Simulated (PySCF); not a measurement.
## A PySCF run on RuF

State: quartet, unpaired electrons σ ↑, π ↑, δ ↑, a mixture of terms (⟨Lz²⟩ = 5.0), a second solution, started from another occupation.

An equivalent input (the run itself took its basis sets from the Basis Set Exchange, started from a PBE0 density and held the occupation σ 6α 5β, πx 3α 3β, πy 3α 2β, δx 1α 0β, δy 1α 1β):

```python
from pyscf import gto, dft
mol = gto.M(atom='Ru 0 0 0; F 0 0 1.907', basis={'Ru': 'def2-TZVPPD', 'F': 'def2-TZVPPD'}, ecp={'Ru': 'def2-TZVPPD'},
            charge=0, spin=3, verbose=4, symmetry='C2v')
mf = dft.UKS(mol, xc='PBE0')
mf.grids.atom_grid = (80, 434)
mf.grids.prune = dft.gen_grid.treutler_prune
mf.irrep_nelec = {'A1': (7, 5), 'A2': (1, 1), 'B1': (3, 3), 'B2': (3, 2)}
mf.conv_tol = 1e-9
mf.max_cycle = 60
mf.diis_space = 10
mf.kernel()
```

The log (some set-up lines and the per-cycle HOMO/LUMO lines removed):

```
******** <class 'pyscf.dft.uks_symm.SymAdaptedUKS'> ********
method = SymAdaptedUKS
damping factor = 0
level_shift factor = 0
DIIS = <class 'pyscf.scf.diis.CDIIS'>
diis_start_cycle = 1
diis_space = 10
diis_damp = 0
SCF conv_tol = 1e-09
SCF conv_tol_grad = None
SCF max_cycles = 60
number electrons alpha = 14  beta = 11
Set gradient conv threshold to 3.16228e-05
init E= -194.621974771626
cycle= 1 E= -194.616218023704  delta_E= 0.00576  |g|= 0.0095  |ddm|= 0.0397
cycle= 2 E= -194.616238103246  delta_E= -2.01e-05  |g|= 0.0111  |ddm|= 0.0156
cycle= 3 E= -194.61627847658  delta_E= -4.04e-05  |g|= 0.0047  |ddm|= 0.0084
cycle= 4 E= -194.61628815146  delta_E= -9.67e-06  |g|= 0.00128  |ddm|= 0.00362
cycle= 5 E= -194.616291674747  delta_E= -3.52e-06  |g|= 0.000598  |ddm|= 0.00499
cycle= 6 E= -194.61629275378  delta_E= -1.08e-06  |g|= 0.000337  |ddm|= 0.00357
cycle= 7 E= -194.616292862952  delta_E= -1.09e-07  |g|= 6.95e-05  |ddm|= 0.000982
cycle= 8 E= -194.616292874507  delta_E= -1.16e-08  |g|= 3.17e-05  |ddm|= 0.000313
cycle= 9 E= -194.61629287591  delta_E= -1.4e-09  |g|= 9.11e-06  |ddm|= 0.000101
cycle= 10 E= -194.616292876035  delta_E= -1.24e-10  |g|= 9.68e-07  |ddm|= 3.48e-05
Extra cycle  E= -194.616292876036  delta_E= -1.48e-12  |g|= 4.18e-07  |ddm|= 1.55e-06
converged SCF energy = -194.616292876036  <S^2> = 3.7556945  2S+1 = 4.0028462
```

Repeating this along the bond gives Re = 1.896 Å and ωe = 563 cm⁻¹.

A point of this curve took 3.5 CPU seconds beside 0.47 for the integrals, on Arm Neoverse V1 (shared host).

Spin–orbit coupling is left out.
